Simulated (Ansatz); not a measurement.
(1) Predict a relaxed structure of [FeO3N]- (FeNO3⁻), charge -1, singlet, at B3LYP-D4/def2-SVPD (Ansatz).

Answers

(1) 
```xyz
5

Fe   -0.003    0.003    0.001
O     1.323    0.012    0.943
O    -0.729   -1.450    0.064
O     0.391    0.372   -1.532
N    -0.983    1.064    0.525
```
Point group C3v (tolerance 0.1 Å). The metal has 4 neighbours: O 1.63 Å, O 1.63 Å, O 1.63 Å, N 1.54 Å. This is one stationary point.

The restricted singlet is unstable towards broken spin symmetry in Hartree–Fock (as tested in another run); at B3LYP-D4/def2-SVPD this wasn't settled. The relaxation made no stability test and no search for a lower SCF solution.
